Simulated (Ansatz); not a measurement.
Basis-set extrapolation for `C/C=C\BCl` (PBE0-D4/def2-TZVP geometry, frozen core, Ansatz 0.2.0). Multiplicity 1, RHF reference.

```tsv
	def2-TZVPP	def2-QZVPP
HF	-601.372160	-601.391184
MP2 correlation	-0.782182	-0.839114
CCSD(T) correlation	-0.871132	not run
```

Energies in hartree. Use E(X) = E(∞) + A·exp(−7.88·√X) for Hartree–Fock and E(X) = E(∞) + B·X^(−2.97) for correlation, with X = 3 and 4, and add CCSD(T) minus MP2 of the smaller set to the MP2 limit.

**Question.** What is the CCSD(T) energy at the basis-set limit?

**Answer.** HF limit: -601.391184 + (-0.019024) × 0.13774 = -601.39380. MP2 limit: -0.839114 + (-0.056932) × 0.74074 = -0.88129. Higher-order term: -0.871132 − (-0.782182) = -0.08895. Total: -602.36404 hartree, 317.0 kJ/mol below CCSD(T)/def2-TZVPP.
